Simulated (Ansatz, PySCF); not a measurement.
Ways to break one bond of C[Si](C)(C)C:

A. C[Si](C)(C)C [tetramethylsilane] -> [CH3] (CH3) + C[Si](C)C
B. C[Si](C)(C)C [tetramethylsilane] → [CH2][Si](C)(C)C + H atom

Quantity: bond dissociation energy (enthalpy at 298 K, with B3LYP-D3(BJ) rigid-rotor harmonic-oscillator terms), kcal/mol. Structures are relaxed separately at B3LYP-D3(BJ)/def2-TZVP in Ansatz (a program for electronic structure), one conformer each, not searched for the lowest. Frequencies are from Ansatz or PySCF. Correlated levels leave the core frozen unless marked. UHF or UKS for open shells. No spin-orbit coupling. No relativistic terms. CBS(X,Y): correlation extrapolated as X^-3; Hartree-Fock from the larger set. [CCSD(T)-MP2]/basis is that difference in the basis named.

|  | CCSD/STO-3G (Ansatz) | CCSD/6-31G* (Ansatz) | CCSD(T)/STO-3G (Ansatz) | RI-MP2/CBS(cc-pV(T+d)Z,cc-pV(Q+d)Z)+[CCSD(T)-MP2]/cc-pV(T+d)Z (Ansatz) |
|---|---|---|---|---|
| A | 110.8 | 85.3 | 111.0 | 93.2 |
| B | 117.5 | 92.4 | 117.5 | 101.8 |
